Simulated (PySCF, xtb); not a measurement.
Sn(Cl)3(NHMe) (CH4Cl3NSn), SMILES C[NH][Sn]([Cl])([Cl])[Cl]. The values are those of a single conformer.

Harmonic wavenumbers (cm⁻¹) from GFN2-xTB (xtb) at its own minimum, in rising order: 27, 61, 83, 87, 92, 93, 214, 221, 266, 309, 320, 393, 737, 1034, 1047, 1105, 1289, 1402, 1462, 1471, 2922, 2962, 3015, 3313.

What does PySCF 2.14.0 with B3LYP-D3(BJ)/def2-SVP give at its own minimum? (The exact figures need the calculation; the answer reports its results.)

33, 75, 104, 108, 122, 140, 205, 264, 349, 380, 392, 484, 646, 1066, 1102, 1131, 1352, 1442, 1470, 1488, 2990, 3068, 3111, 3534. Paired by order, the mean absolute difference is 55 cm⁻¹ and the zero-point energies are 34.2 and 35.8 kcal/mol.
